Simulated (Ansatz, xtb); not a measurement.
# A family of molecules: the atomisation energy (no zero-point term)

One atom is swapped for its congeners: CF3 (trifluoromethyl radical) `F[C](F)F`; SiF3 (trifluorosilyl) `F[Si](F)F`; GeF3 `[F][Ge]([F])[F]`. All are doublets with charge 0.

Shapes, held fixed at every level: PBE0-D4/def2-TZVP. Programs: Ansatz 0.2.0, xtb 6.7.1. Values in eV.

```
               level    CF3   SiF3   GeF3
            GFN0-xTB  11.03  10.85  12.39
       HF/def2-TZVPP   9.70  13.01   9.59
    SPW92/def2-TZVPP  19.13  20.38  17.38
r2SCAN-D4/def2-TZVPP  15.37  17.66  14.55
  wB97M-V/def2-TZVPP  15.04  17.40  14.24
     CCSD/def2-TZVPP  14.05  16.69  13.60
  CCSD(T)/def2-TZVPP  14.46  16.99  13.96
```

At CCSD(T)/def2-TZVPP the atomisation energy isn't monotonic: it is largest for Si and smallest for Ge (16.99 and 13.96 eV). 6 of 7 levels show this order throughout; 6 agree on the largest and the smallest. Open shells run unrestricted unless RO is named. Relativity is left out for Ge unless named. Correlated rows may include outer-core shells of Ge, which these sets cover unevenly. GFN0-xTB strays far from the other rows. xTB rows lack spin polarisation. Spin-orbit coupling, which grows down the group, is left out (summed over each molecule's free atoms 0.05, 0.07, 0.17 eV).
